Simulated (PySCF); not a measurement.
Numbering as in the mapped SMILES `[CH3:1][Si:2]([OH:3])([OH:4])[OH:5]` (H(Xn): hydrogen on atom n).

GIAO PBE0/pcSseg-1 shifts (PySCF 2.14.0 with density-fitted response routines, gas phase, non-relativistic, equivalent atoms averaged), each against references optimised in the same way as the molecule (TMS, H2O).

On the GFN2-xTB geometry: C1 -1.2, Si2 -38.5, O3/O4/O5 53.3, H(O3)/H(O4)/H(O5) 1.89, H(C1) -0.06 ppm.

What changes on the PBE0-D3(BJ)/def2-SVP geometry?

## Answers


```
            atoms  δ (ppm)  change
               C1     -4.5    -3.3
              Si2    -25.3   +13.2
         O3/O4/O5     60.5    +7.2
H(O3)/H(O4)/H(O5)     1.57   -0.32
            H(C1)     0.05   +0.11
```

Bonds between heavy atoms that differ most (equivalent bonds averaged): C1–Si2 1.900 → 1.853 Å, Si2–O3 1.629 → 1.659 Å. Mean change of bonds to hydrogen: C–H +0.015 Å, O–H +0.010 Å.
